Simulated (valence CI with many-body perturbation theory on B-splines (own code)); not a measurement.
Energy levels of Os43+

Calculated by relativistic CI+MBPT: five valence electrons over a frozen Dirac-Fock core [Ar] 3d10, a basis of 9 s, 9 p, 8 d, 6 f, 3 g, 1 h functions for each j, with the one-electron correlation potential Σ1, the two-electron term Σ2, the three-electron term Σ3, Breit, model QED; selected CI, second order for the rest (own B-spline code, finite nucleus).

No measured spectrum was set against this ion. As an estimate, large intervals hold to a few tenths of a per cent, small ones and those within an open d or f shell to about a per cent. Among the levels kept, up to 270 cm⁻¹ of a level comes from second order outside the variational space, and about a tenth of that is noise between levels of different J, which matters for small intervals.

Levels 1 to 45 of 53, with energies above the lowest level, (4s^2 4p1/2^2 4p3/2) J=3/2. "Leading %" is the weight of the configuration and term that name the level; weights of strongly mixed levels are sums over their largest components and can fall short. In the jj column 3d3/2^4 stands for four electrons in 3d with j = 3/2.

| No. | Configuration | Term | J | E (eV) | Leading % | g | Second component | Leading jj |
| --- | --- | --- | --- | --- | --- | --- | --- | --- |
| 1 | 4s2 4p3 | 2P° | 3/2 | 0.00 | 47 | 1.360 | 26 % 4s2 4p3 2D° | 4s^2 4p1/2^2 4p3/2 (99 %) |
| 2 | 4s2 4p3 | 4S° | 3/2 | 103.55 | 54 | 1.456 | 44 % 4s2 4p3 2D° | 4s^2 4p1/2 4p3/2^2 (99 %) |
| 3 | 4s2 4p3 | 2D° | 5/2 | 109.23 | 99 | 1.195 |  | 4s^2 4p1/2 4p3/2^2 (99 %) |
| 4 | 4s2 4p3 | 2P° | 1/2 | 116.37 | 99 | 0.659 |  | 4s^2 4p1/2 4p3/2^2 (99 %) |
| 5 | 4s2 4p2 4d | 2D | 3/2 | 161.06 | 39 | 0.786 | 35 % 4s2 4p2 4d 4F | 4s^2 4p1/2^2 4d3/2 (98 %) |
| 6 | 4s2 4p2 4d | 2D | 5/2 | 189.12 | 26 | 1.254 | 18 % 4s2 4p2 4d 4D | 4s^2 4p1/2^2 4d5/2 (83 %) |
| 7 | 4s 4p4 | 4P | 5/2 | 209.05 | 60 | 1.426 | 22 % 4s 4p4 2D | 4s 4p1/2^2 4p3/2^2 (81 %) |
| 8 | 4s2 4p3 | 2P° | 3/2 | 220.95 | 52 | 1.305 | 28 % 4s2 4p3 2D° | 4s^2 4p3/2^3 (98 %) |
| 9 | 4s 4p4 | 2S | 1/2 | 222.46 | 58 | 2.102 | 29 % 4s 4p4 4P | 4s 4p1/2^2 4p3/2^2 (93 %) |
| 10 | 4s 4p4 | 2P | 3/2 | 224.50 | 39 | 1.172 | 34 % 4s 4p4 2D | 4s 4p1/2^2 4p3/2^2 (88 %) |
| 11 | 4s2 4p2 4d | 2F | 5/2 | 263.99 | 46 | 0.961 | 46 % 4s2 4p2 4d 4F | 4s^2 4p1/2 4p3/2 4d3/2 (98 %) |
| 12 | 4s2 4p2 4d | 4F | 3/2 | 264.39 | 37 | 0.912 | 27 % 4s2 4p2 4d 4D | 4s^2 4p1/2 4p3/2 4d3/2 (96 %) |
| 13 | 4s2 4p2 4d | 4D | 1/2 | 264.65 | 80 | 0.202 | 15 % 4s2 4p2 4d 2P | 4s^2 4p1/2 4p3/2 4d3/2 (98 %) |
| 14 | 4s2 4p2 4d | 2G | 7/2 | 269.70 | 48 | 1.043 | 26 % 4s2 4p2 4d 2F | 4s^2 4p1/2 4p3/2 4d3/2 (96 %) |
| 15 | 4s2 4p2 4d | 2D | 5/2 | 284.80 | 33 | 1.200 | 23 % 4s2 4p2 4d 2F | 4s^2 4p1/2 4p3/2 4d3/2 (86 %) |
| 16 | 4s2 4p2 4d | 2D | 3/2 | 286.18 | 34 | 1.197 | 26 % 4s2 4p2 4d 2P | 4s^2 4p1/2 4p3/2 4d3/2 (89 %) |
| 17 | 4s2 4p2 4d | 2P | 1/2 | 287.13 | 37 | 1.701 | 36 % 4s2 4p2 4d 4P | 4s^2 4p1/2 4p3/2 4d3/2 (93 %) |
| 18 | 4s2 4p2 4d | 4D | 7/2 | 287.25 | 48 | 1.310 | 36 % 4s2 4p2 4d 4F | 4s^2 4p1/2 4p3/2 4d5/2 (99 %) |
| 19 | 4s2 4p2 4d | 2P | 3/2 | 290.12 | 39 | 1.421 | 24 % 4s2 4p2 4d 4P | 4s^2 4p1/2 4p3/2 4d5/2 (82 %) |
| 20 | 4s2 4p2 4d | 2D | 5/2 | 293.35 | 32 | 1.154 | 25 % 4s2 4p2 4d 2F | 4s^2 4p1/2 4p3/2 4d5/2 (85 %) |
| 21 | 4s2 4p2 4d | 2G | 9/2 | 293.58 | 60 | 1.193 | 39 % 4s2 4p2 4d 4F | 4s^2 4p1/2 4p3/2 4d5/2 (99 %) |
| 22 | 4s2 4p2 4d | 2F | 7/2 | 307.39 | 54 | 1.115 | 22 % 4s2 4p2 4d 2G | 4s^2 4p1/2 4p3/2 4d5/2 (93 %) |
| 23 | 4s2 4p2 4d | 2D | 5/2 | 307.52 | 35 | 1.241 | 30 % 4s2 4p2 4d 4P | 4s^2 4p1/2 4p3/2 4d5/2 (88 %) |
| 24 | 4s2 4p2 4d | 2D | 3/2 | 309.46 | 57 | 0.954 | 15 % 4s2 4p2 4d 4D | 4s^2 4p1/2 4p3/2 4d5/2 (89 %) |
| 25 | 4s2 4p2 4d | 2P | 1/2 | 310.61 | 49 | 1.277 | 35 % 4s2 4p2 4d 2S | 4s^2 4p1/2 4p3/2 4d5/2 (89 %) |
| 26 | 4s 4p4 | 4P | 3/2 | 320.68 | 57 | 1.450 | 16 % 4s2 4p2 4d 2P | 4s 4p1/2 4p3/2^3 (75 %) |
| 27 | 4s 4p4 | 2D | 5/2 | 328.17 | 63 | 1.280 | 19 % 4s 4p4 4P | 4s 4p1/2 4p3/2^3 (81 %) |
| 28 | 4s 4p4 | 2P | 1/2 | 338.66 | 51 | 1.320 | 30 % 4s 4p4 4P | 4s 4p1/2 4p3/2^3 (81 %) |
| 29 | 4s 4p4 | 2P | 3/2 | 339.16 | 46 | 1.094 | 37 % 4s 4p4 2D | 4s 4p1/2 4p3/2^3 (86 %) |
| 30 | 4s 4p3 4d | 6D° | 5/2 | 364.21 | 16 | 1.147 | 13 % 4s 4p3 4d 4F° | 4s 4p1/2^2 4p3/2 4d3/2 (77 %) |
| 31 | 4s 4p3 4d | 6D° | 3/2 | 365.91 | 28 | 1.322 | 19 % 4s 4p3 4d 4D° | 4s 4p1/2^2 4p3/2 4d3/2 (95 %) |
| 32 | 4s 4p3 4d | 4P° | 1/2 | 366.01 | 44 | 2.486 | 34 % 4s 4p3 4d 6D° | 4s 4p1/2^2 4p3/2 4d3/2 (95 %) |
| 33 | 4s 4p3 4d | 4F° | 7/2 | 367.56 | 22 | 1.254 | 17 % 4s 4p3 4d 6D° | 4s 4p1/2^2 4p3/2 4d3/2 (77 %) |
| 34 | 4s2 4p2 4f | 4G° | 5/2 | 368.04 | 18 | 0.999 | 17 % 4s2 4p2 4f 2F° | 4s^2 4p1/2^2 4f5/2 (57 %) |
| 35 | 4s 4p3 4d | 2D° | 3/2 | 378.83 | 27 | 0.991 | 16 % 4s 4p3 4d 4F° | 4s 4p1/2^2 4p3/2 4d3/2 (82 %) |
| 36 | 4s2 4p2 4f | 2F° | 7/2 | 380.44 | 23 | 1.202 | 15 % 4s2 4p2 4f 4D° | 4s^2 4p1/2^2 4f7/2 (76 %) |
| 37 | 4s 4p3 4d | 4D° | 1/2 | 387.26 | 49 | 0.550 | 24 % 4s 4p3 4d 2P° | 4s 4p1/2^2 4p3/2 4d3/2 (93 %) |
| 38 | 4s 4p3 4d | 4F° | 9/2 | 387.61 | 46 | 1.365 | 33 % 4s 4p3 4d 6D° | 4s 4p1/2^2 4p3/2 4d5/2 (96 %) |
| 39 | 4s2 4p2 4d | 2D | 3/2 | 387.74 | 34 | 1.183 | 26 % 4s2 4p2 4d 4P | 4s^2 4p3/2^2 4d3/2 (90 %) |
| 40 | 4s2 4p2 4d | 4P | 1/2 | 388.42 | 42 | 1.574 | 26 % 4s2 4p2 4d 2P | 4s^2 4p3/2^2 4d3/2 (90 %) |
| 41 | 4s2 4p2 4d | 2D | 5/2 | 388.57 | 27 | 1.189 | 22 % 4s2 4p2 4d 4D | 4s^2 4p3/2^2 4d3/2 (89 %) |
| 42 | 4s2 4p2 4d | 2F | 7/2 | 390.67 | 48 | 1.130 | 21 % 4s2 4p2 4d 4F | 4s^2 4p3/2^2 4d3/2 (92 %) |
| 43 | 4s 4p3 4d | 4G° | 5/2 | 391.18 | 18 | 0.903 | 17 % 4s 4p3 4d 2F° | 4s 4p1/2^2 4p3/2 4d3/2 (71 %) |
| 44 | 4s 4p3 4d | 4D° | 5/2 | 396.77 | 31 | 1.390 | 20 % 4s 4p3 4d 4P° | 4s 4p1/2^2 4p3/2 4d5/2 (94 %) |
| 45 | 4s2 4p2 4d | 2F | 7/2 | 399.04 | 54 | 1.220 | 34 % 4s2 4p2 4d 4D | 4s^2 4p3/2^2 4d5/2 (95 %) |

The ionisation energy to 4s2 4p2 3P_0 of the next ion comes out as 2170.4 eV (NIST: 2168 ± 4 eV (theoretical)). All 53 levels together are meant to be complete up to 415.24 eV.
